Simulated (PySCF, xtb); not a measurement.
H₂OSSn, SMILES [OH][Sn][SH] (connectivity only; charge and spin as stated), neutral, multiplicity 1.

GFN2-xTB in xtb at its own geometry gives an orbital gap of 3.51 eV and a dipole moment of 4.79 D.

Geometry: PBE0-D3(BJ)/def2-TZVP. The def2 effective core potentials stand for the cores of Sn; spin–orbit coupling is left out. The values are those of a single conformer.

Task: What does CAM-B3LYP/def2-TZVPD (PySCF) give? (The exact figures need the calculation; the answer reports its results.)

Result: gap 7.12 eV (levels -8.55 and -1.43 eV), dipole 1.89 D.
